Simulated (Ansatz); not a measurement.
Reaction (formal exchange of groups at a Ge–Ge bond): `[GeH3][GeH2][GeH2][GeH2][GeH2][GeH3]` + `[SiH3][GeH3]` → `[GeH3][SiH2][GeH2][GeH3]` + `[GeH3][GeH2][GeH2][GeH3]`

Gas-phase electronic energies from Ansatz, PBE0-D4/def2-TZVP geometries. CCSD(T)/CBS is the MP2 limit (def2-TZVPP, def2-QZVPP) plus CCSD(T) − MP2 in def2-TZVPP, frozen cores. Functionals use def2-TZVPP. B3LYP here is the variant with VWN-RPA as its local correlation; programs differ in this. HSE06 is defined as in plane-wave codes. For Ge outer-core shells are correlated without core-valence functions, which leaves a few kJ/mol of doubt a bond. Scalar relativity is left out up to krypton. One conformer a species, not always the lowest.

```json
{"level": "PBE-D4", "ΔE (kJ/mol)": "16.6", "difference from CCSD(T)/CBS": "-4.3"}
{"level": "revPBE-D4", "ΔE (kJ/mol)": "16.5", "difference from CCSD(T)/CBS": "-4.4"}
{"level": "BLYP-D4", "ΔE (kJ/mol)": "22.2", "difference from CCSD(T)/CBS": "1.3"}
{"level": "r2SCAN-D4", "ΔE (kJ/mol)": "16.1", "difference from CCSD(T)/CBS": "-4.8"}
{"level": "B97M-V", "ΔE (kJ/mol)": "10.2", "difference from CCSD(T)/CBS": "-10.7"}
{"level": "PBE0-D4", "ΔE (kJ/mol)": "17.6", "difference from CCSD(T)/CBS": "-3.3"}
{"level": "B3LYP-D4", "ΔE (kJ/mol)": "22.2", "difference from CCSD(T)/CBS": "1.3"}
{"level": "r2SCANh-D4", "ΔE (kJ/mol)": "16.8", "difference from CCSD(T)/CBS": "-4.1"}
{"level": "r2SCAN0-D4", "ΔE (kJ/mol)": "17.7", "difference from CCSD(T)/CBS": "-3.2"}
{"level": "HSE06-D4", "ΔE (kJ/mol)": "17.5", "difference from CCSD(T)/CBS": "-3.4"}
{"level": "BHLYP-D4", "ΔE (kJ/mol)": "23.9", "difference from CCSD(T)/CBS": "3.0"}
{"level": "CAM-B3LYP-D4", "ΔE (kJ/mol)": "19.9", "difference from CCSD(T)/CBS": "-1.0"}
{"level": "ωB97X-V", "ΔE (kJ/mol)": "18.5", "difference from CCSD(T)/CBS": "-2.4"}
{"level": "ωB97M-V", "ΔE (kJ/mol)": "21.1", "difference from CCSD(T)/CBS": "0.2"}
{"level": "B2PLYP", "ΔE (kJ/mol)": "16.7", "difference from CCSD(T)/CBS": "-4.2"}
{"level": "PBE-QIDH", "ΔE (kJ/mol)": "17.6", "difference from CCSD(T)/CBS": "-3.3"}
{"level": "PBE", "ΔE (kJ/mol)": "9.7", "difference from CCSD(T)/CBS": "-11.2"}
{"level": "revPBE", "ΔE (kJ/mol)": "4.8", "difference from CCSD(T)/CBS": "-16.1"}
{"level": "BLYP", "ΔE (kJ/mol)": "9.4", "difference from CCSD(T)/CBS": "-11.5"}
{"level": "r2SCAN", "ΔE (kJ/mol)": "13.7", "difference from CCSD(T)/CBS": "-7.2"}
{"level": "PBE0", "ΔE (kJ/mol)": "10.9", "difference from CCSD(T)/CBS": "-10.0"}
{"level": "B3LYP", "ΔE (kJ/mol)": "11.2", "difference from CCSD(T)/CBS": "-9.7"}
{"level": "r2SCANh", "ΔE (kJ/mol)": "14.1", "difference from CCSD(T)/CBS": "-6.8"}
{"level": "r2SCAN0", "ΔE (kJ/mol)": "14.7", "difference from CCSD(T)/CBS": "-6.2"}
{"level": "HSE06", "ΔE (kJ/mol)": "10.9", "difference from CCSD(T)/CBS": "-10.0"}
{"level": "CAM-B3LYP", "ΔE (kJ/mol)": "12.4", "difference from CCSD(T)/CBS": "-8.5"}
{"level": "LC-ωPBE", "ΔE (kJ/mol)": "10.2", "difference from CCSD(T)/CBS": "-10.7"}
{"level": "RPA@PBE/def2-TZVPP", "ΔE (kJ/mol)": "23.2", "difference from CCSD(T)/CBS": "2.3"}
{"level": "MP2/def2-SVP", "ΔE (kJ/mol)": "21.2", "difference from CCSD(T)/CBS": "0.3"}
{"level": "CCSD/def2-SVP", "ΔE (kJ/mol)": "17.6", "difference from CCSD(T)/CBS": "-3.3"}
{"level": "CCSD(T)/def2-SVP", "ΔE (kJ/mol)": "18.9", "difference from CCSD(T)/CBS": "-2.0"}
{"level": "MP2/def2-TZVPP", "ΔE (kJ/mol)": "26.5", "difference from CCSD(T)/CBS": "5.6"}
{"level": "SCS-MP2/def2-TZVPP", "ΔE (kJ/mol)": "23.9", "difference from CCSD(T)/CBS": "3.0"}
{"level": "CCSD/def2-TZVPP", "ΔE (kJ/mol)": "21.4", "difference from CCSD(T)/CBS": "0.5"}
{"level": "CCSD(T)/def2-TZVPP", "ΔE (kJ/mol)": "22.8", "difference from CCSD(T)/CBS": "1.9"}
{"level": "HF/def2-QZVPP", "ΔE (kJ/mol)": "10.0", "difference from CCSD(T)/CBS": "-10.9"}
{"level": "MP2/def2-QZVPP", "ΔE (kJ/mol)": "24.9", "difference from CCSD(T)/CBS": "4.0"}
{"level": "SCS-MP2/def2-QZVPP", "ΔE (kJ/mol)": "21.8", "difference from CCSD(T)/CBS": "0.9"}
{"level": "MP2/CBS(def2)", "ΔE (kJ/mol)": "24.7", "difference from CCSD(T)/CBS": "3.8"}
{"level": "CCSD/CBS(def2)", "ΔE (kJ/mol)": "19.6", "difference from CCSD(T)/CBS": "-1.3"}
{"level": "CCSD(T)/CBS", "ΔE (kJ/mol)": "20.9", "difference from CCSD(T)/CBS": "0"}
```

Largest T1 diagnostic among the species: 0.012.

From BLYP to BHLYP (50 % exact exchange), in def2-TZVPP and without D4, ΔE moves by +4.0 kJ/mol. In def2-TZVPP, CCSD(T) changes the Hartree–Fock value by +11.2 kJ/mol (the triples alone add +1.3 kJ/mol) and MP2 by +15.0 kJ/mol.
